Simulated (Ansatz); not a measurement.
`[CH3][Al]([F])[GeH3]`, 10 atoms. Total charge 0; spin multiplicity 1. Correlated methods include outer-core shells of Ge, which these sets cover unevenly. Scalar relativity is left out up to krypton. All runs use 4 threads of an Arm Neoverse V2 on a shared host. Correlated methods freeze the cores.

Q: Give the basis size and wall time and peak host memory of each of these runs in Ansatz. RKS PBE0-D4/def2-TZVP frequencies; RKS ωB97M-V/def2-SVP energy; RKS ωB97X-V/def2-TZVPP energy; RKS ωB97M-V/def2-QZVPP energy; direct RPA on PBE orbitals/def2-TZVPP energy; RHF-MP2/def2-QZVPP energy; RKS B2PLYP (frozen core)/def2-TZVPP energy; RHF-CCSD(T)/def2-TZVPP energy; RKS BLYP-D4/def2-TZVPP energy; RKS PBE0-D4/def2-SVP energy; RKS PBE0-D4/def2-QZVPP energy; RKS r2SCAN-D4/def2-TZVPP energy and forces. (Estimate.)

A: Computed: Other jobs shared the machine, so times are rough.

```tsv
level	job	functions	wall time	peak host memory (GiB)
RKS PBE0-D4/def2-SVP	energy	108	0.95 s	0.44
RKS BLYP-D4/def2-TZVPP	energy	236	1.4 s	0.29
direct RPA on PBE orbitals/def2-TZVPP	energy	236	3.4 s	0.54
RKS r2SCAN-D4/def2-TZVPP	energy and forces	236	3.8 s	0.32
RKS B2PLYP (frozen core)/def2-TZVPP	energy	236	3.8 s	0.58
RKS ωB97M-V/def2-SVP	energy	108	4.2 s	0.44
RKS ωB97X-V/def2-TZVPP	energy	236	6.5 s	0.74
RKS PBE0-D4/def2-QZVPP	energy	453	6.5 s	1.7
RHF-MP2/def2-QZVPP	energy	453	14 s	2.4
RKS ωB97M-V/def2-QZVPP	energy	453	15 s	2
RKS PBE0-D4/def2-TZVP	frequencies	183	93 s	0.48
RHF-CCSD(T)/def2-TZVPP	energy	236	100 s	4.2
```
